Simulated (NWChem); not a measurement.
# Si2H3, doublet; SMILES [Si][SiH3]

```xyz
5

Si    -0.0196     1.3436     0.0000
Si    -0.0076    -1.0381     0.0000
H     -0.5888    -1.7005     1.2134
H      1.4749    -1.3140     0.0000
H     -0.5888    -1.7005    -1.2134
```
Atoms are numbered in this order, from 1.

Computed with NWChem. Spin-unrestricted. In the optimisation the excess spin sits in a" (Cs, its own frame). All runs use the structure optimised with PBE0/def2-SVP, spin-unrestricted. No stability test was run on the SCF state. Fermi-contact couplings, non-relativistic, static geometry.

For level BHandHLYP/IGLO-III:

```yaml
A(iso) 29Si atom 1 (MHz): -25.2
A(iso) 29Si atom 2 (MHz): 27.0
A(iso) 1H atom 4 (MHz): -2.8
```

Question: What are these values for level PBE/IGLO-II?

Answer: The A(iso) 29Si atom 1 (MHz) comes out as 42.1, the A(iso) 29Si atom 2 (MHz) is 30.7 and the A(iso) 1H atom 4 (MHz) comes out as -7.5.
